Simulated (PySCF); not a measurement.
Calculation: M06-2X/def2-TZVP // PBE0-D3(BJ)/def2-TZVP in PySCF. Isolated molecules, 0 K electronic values unless said otherwise. 

Reference species (SMILES): `Br[Si](Br)(Br)Br` (neutral, multiplicity 1).

```json
{
  "HOMO": "-9.90 eV",
  "S1 oscillator strength": "0.000"
}
```

Changed species: `Br[Si](N)(Br)Br` (1 of 4 Br replaced by NH2; the reference has 0 of 4 Br replaced by NH2).

**Question.** What does the change do to the HOMO and S1 oscillator strength?

**Answer.** the HOMO goes up by 0.46 eV, to -9.44 eV; the S1 oscillator strength hardly moves.
